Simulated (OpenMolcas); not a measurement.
Ta4+ with its 6 nearest fluoride ions at 1.925 Å, on the Ge site of Cs2GeF6 (a = 9.021 Å, distance in the model lattice 1.804 Å). The rest of the host is ab initio model potentials to 7.6 Å and point charges beyond; the distance is set by hand and nothing relaxes. Ligand basis ANO-RCC-VDZP.
```
Ta    0.0000    0.0000    0.0000
F     1.9250    0.0000    0.0000
F     0.0000    1.9250    0.0000
F    -1.9250    0.0000    0.0000
F     0.0000   -1.9250    0.0000
F     0.0000    0.0000    1.9250
F     0.0000    0.0000   -1.9250
```

| Property | Result |
| --- | --- |
| Program | OpenMolcas |
| Method | CASSCF |
| Basis | ANO-RCC-VTZP [8s7p5d3f2g1h] |
| Scalar Hamiltonian | DKH2, point nucleus |
| Active space | 1 electron in 5 orbitals (5d) |
| State averaging | 2S+1 = 2 even, 5 roots |
| Spin-orbit coupling | state interaction with AMFI integrals over the reference wave functions |

Question: What is the spin-free ground state (labels of O, the rotations of Oh)?

Answer: 2T2, 3-fold in its orbital part; it has the highest spin that d1 allows.

Question: Where is the first state of the same spin?

Answer: 2E at 43400 cm-1 above the ground state.

Question: What are the lowest two levels with spin-orbit coupling?

Answer: A 4-fold level Γ8, then a 2-fold level Γ7 3694 cm-1 above it. Their leading multiplicities are 2 (100 %) and 2 (100 %).

Question: What is χT at 300 K, and how does it compare with the textbook value?

Answer: The lowest level has 2S+1 = 2, for which the spin-only value is χT = S(S+1) / 2 = 0.375 cm3 K/mol (g = 2). The computed 0.042 at 300 K differs by -0.333, through orbital momentum, spin-orbit coupling and any other state in reach. With a threefold ground state the orbital momentum is unquenched, so the spin-only value is not expected to hold.

Question: Which ligand-field parameters describe the states?

Answer: The gap between the two states is 10Dq = 43440 cm-1. 

An orbital triplet at a regular site is open to Jahn-Teller coupling, which can distort the site and quench the lowest spin-orbit gaps and is left out. The least metal-like active orbital is 75 % on the metal (Löwdin) and no ligand orbital is active, so the numbers are rough. With metal d orbitals alone the field can be off either way by tens of per cent. Ligand-to-metal charge-transfer states are missing. No measured value stands beside these numbers; the geometry was set by hand and not optimised.
